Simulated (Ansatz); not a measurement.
Pulling on the Si1–H4 bond in F2H2Si (SMILES F[SiH2]F) (multiplicity 1 held, fragments rigid). Energies count from the point at 1.470 Å.
Geometry at that point (charge 0, multiplicity 1):
```xyz
5

Si     0.224    -0.146     0.361
F     -0.895    -0.951    -0.435
F      0.409     1.268    -0.347
H      1.490    -0.886     0.262
H     -0.250     0.079     1.733
```

Restricted levels (R-, RO-) in cc, def2 and unpolarised 6-31G sets keep to the state of the molecule at rest. Active spaces are followed from a long bond inwards. Levels need not reach the same state.

Frozen-core correlation.

Codes used: Ansatz (Gaussian orbitals). 

Energies in kJ/mol.

| R (Å) | R-MP2/cc-pV(D+d)Z | R-CCSD(T)/cc-pV(D+d)Z | CASSCF(2,2)/cc-pV(D+d)Z | FIC-MRCISD+Q on CASSCF(2,2)/cc-pV(D+d)Z |
|---|---|---|---|---|
| 1.176 | 127 | 127 | 136 | 127 |
| 1.323 | 25 | 25 | 30 | 25 |
| 1.470 | 0 | 0 | 0 | 0 |
| 1.617 | 18 | 16 | 12 | 17 |
| 1.764 | 57 | 54 | 46 | 55 |
| 1.984 | 135 | 127 | 113 | 127 |
| 2.205 | 215 | 199 | 181 | 199 |
| 2.572 | 335 | 298 | 273 | 298 |
| 2.939 | 428 | 359 | 331 | 359 |
| 3.380 | 502 | 390 | 364 | 395 |
| 3.968 | 546 | 392 | 377 | 410 |
| 4.703 | 531 | 382 | 381 | 413 |

Doubts at one or more of the structures used: a restricted determinant that unrestricted orbitals would lower (R-MP2/cc-pV(D+d)Z, R-CCSD(T)/cc-pV(D+d)Z); other coupled-cluster roots lie near (R-CCSD(T)/cc-pV(D+d)Z).

Ansatz is a quantum-chemistry and plane-wave program.
